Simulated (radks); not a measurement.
Problem. Ni V, configuration [Ne] 3s1.75 3p6 3d6 4p0.25 (fractional occupations, a model configuration). Calculated with a radial shooting solver on a logarithmic mesh with Libxc functionals: scalar-relativistic Kohn-Sham, PBE, spin-unpolarised, spherical densities, point nucleus. Some entries of the table are withheld. Estimate them.

| orbital | occ. | eigenvalue (Ry) | r(max) (bohr) | <1/r> (bohr^-1) |
|---|---|---|---|---|
| 1s | 2 | (1) | 0.03540 | 28.09 |
| 2s | 2 | -77.21686 | 0.2045 | 6.071 |
| 2p | 6 | -67.13504 | (2) | 5.957 |
| 3s | 1.75 | -12.94002 | (3) | 1.954 |
| 3p | 6 | -9.98365 | 0.6400 | (4) |
| 3d | 6 | -5.23369 | 0.6036 | 1.538 |
| 4s | 0 | -3.51401 | 1.762 | (5) |
| 4p | 0.25 | -2.82742 | 1.966 | 0.6051 |
| 4d | 0 | -1.85671 | 2.541 | 0.4731 |
| 4f | 0 | -1.18543 | (6) | 0.3094 |

Solution. 
(1) 1s eigenvalue (Ry): -608.6208
(2) 2p r(max) (bohr): 0.1648
(3) 3s r(max) (bohr): 0.6351
(4) 3p <1/r> (bohr^-1): 1.821
(5) 4s <1/r> (bohr^-1): 0.6840
(6) 4f r(max) (bohr): 3.270
